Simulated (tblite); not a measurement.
Parent: `[CH2:1][CH:2]=[CH2:3]` (doublet state) with H–C1–C2–C3 180° and 0°, C3H5.

The geometries are computed with GFN2-xTB (gas phase). Open shells are treated by occupation alone. One conformer each, not checked by frequencies here.

```
coordinate of the parent    value
                   C1–C2  1.372 Å
                   C2=C3  1.372 Å
                C1–C2–C3   124.3°
```

How does the shared frame change in `[CH2:1]/[CH:2]=[CH:3]/[CH:4]1[CH2:5][CH2:6][CH2:7]1` (doublet state) with H–C1–C2–C3 0° and 180°, C2–C3–C4–C5 129°, C3–C4–C5–C6 132°, C4–C5–C6–C7 -12°, C5–C6–C7–C4 12°, C3–C4–C7–C6 -131°, C7H11? Atoms pair as C1 = C1, C2 = C2, C3 = C3 (parent first).

```json
{"parent": "C1–C2", "relative": "C1–C2", "value in the relative": "1.367 Å", "change": "-0.005"}
{"parent": "C2=C3", "relative": "C2=C3", "value in the relative": "1.381 Å", "change": "+0.009"}
{"parent": "C1–C2–C3", "relative": "C1–C2–C3", "value in the relative": "124.5°", "change": "+0.2"}
```

Of the parent's bonds, C2–C3 changes most (+0.009 Å). Bonds of the relative outside the shared frame: C3–C4 1.471, C4–C5 1.553, C5–C6 1.533, C6–C7 1.533, C4–C7 1.552 Å. Point group C2v → Cs.

How does the shared frame change in `[CH2:1]/[CH:2]=[CH:3]/[C:4]([Cl:5])([Cl:6])[Cl:7]` (doublet state) with H–C1–C2–C3 0° and 180°, C4H4Cl3? Atoms pair as C1 = C1, C2 = C2, C3 = C3 (parent first).

| parent | relative | value in the relative | change |
| --- | --- | --- | --- |
| C1–C2 | C1–C2 | 1.366 Å | -0.006 |
| C2=C3 | C2=C3 | 1.383 Å | +0.011 |
| C1–C2–C3 | C1–C2–C3 | 123.1° | -1.2 |

Of the parent's bonds, C2–C3 changes most (+0.011 Å). Bonds of the relative outside the shared frame: C3–C4 1.461, C4–Cl5 1.809, C4–Cl6 1.762, C4–Cl7 1.809 Å. Point group C2v → Cs.

How does the shared frame change in `[CH2:1]/[CH:2]=[CH:3]\[O:4][CH:5]([F:6])[F:7]` (doublet state) with H–C1–C2–C3 180° and 0°, C2–C3–O4–C5 171°, C3–O4–C5–F6 159°, C4H5F2O? Atoms pair as C1 = C1, C2 = C2, C3 = C3 (parent first).

| parent | relative | value in the relative | change |
| --- | --- | --- | --- |
| C1–C2 | C1–C2 | 1.367 Å | -0.005 |
| C2=C3 | C2=C3 | 1.379 Å | +0.007 |
| C1–C2–C3 | C1–C2–C3 | 125.0° | +0.7 |

Of the parent's bonds, C2–C3 changes most (+0.007 Å). Bonds of the relative outside the shared frame: C3–O4 1.380, O4–C5 1.345, C5–F6 1.339, C5–F7 1.361 Å. Point group C2v → C1.
